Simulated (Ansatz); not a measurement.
This geometry of BH$_{9}$N$_{2}$Si$_{2}$ (14 atoms, charge 0, multiplicity 1) is a first-order saddle point.

The calculation used RKS B3LYP-D4/def2-SVP (Ansatz).

```xyz
14
Properties=species:S:1:pos:R:3
N -1.387 0.852 -0.392
B -0.664 -0.360 -0.466
N -0.542 -1.122 -1.643
Si 0.390 -1.147 1.382
Si 1.446 0.928 1.150
H -1.762 1.323 -1.208
H -1.554 1.352 0.471
H -0.995 -0.866 -2.514
H 0.050 -1.937 -1.712
H 0.999 -2.177 0.479
H -1.083 -1.105 1.001
H 1.862 1.347 -0.222
H 0.540 1.972 1.717
H 2.688 0.910 1.986
```

Which two structures does it join? (They come from a converged band through this point; their orientation in space is the band's.)

Bonds broken: B2–Si4. Bonds formed: B2–H11.

First end point:

```xyz
14
Properties=species:S:1:pos:R:3
N -1.538 0.843 -0.671
B -0.822 -0.375 -0.756
N -0.892 -1.215 -1.891
Si 0.388 -0.887 0.800
Si 1.645 1.005 1.411
H -2.158 1.185 -1.398
H -1.498 1.455 0.133
H -1.457 -1.013 -2.709
H -0.372 -2.078 -1.968
H 1.328 -2.004 0.454
H -0.374 -1.324 2.015
H 2.488 1.466 0.265
H 0.711 2.126 1.755
H 2.538 0.785 2.589
```

Last end point:

```xyz
14
Properties=species:S:1:pos:R:3
N -1.554 0.833 -0.363
B -0.950 -0.427 -0.474
N -0.566 -1.107 -1.635
Si 0.392 -1.194 1.715
Si 1.449 0.880 1.122
H -1.720 1.448 -1.151
H -1.794 1.244 0.530
H -0.646 -0.716 -2.567
H -0.060 -1.981 -1.596
H 1.167 -1.985 0.659
H -0.954 -1.102 0.609
H 1.763 1.156 -0.317
H 0.696 2.064 1.647
H 2.763 0.857 1.851
```

How far does it lie above each of them?

1.87 eV above the first and 0.37 eV above the second. This is the barrier of this one path; another mechanism may lie lower. The orbitals stay closed-shell, which can raise the energy where a bond breaks towards radicals; this wasn't checked here.

Run time: 14 min on 2 threads of Intel(R) Xeon(R) Platinum 8259CL CPU @ 2.50GHz (Skylake/Cascade Lake) (shared host), peak memory 0.34 GiB.
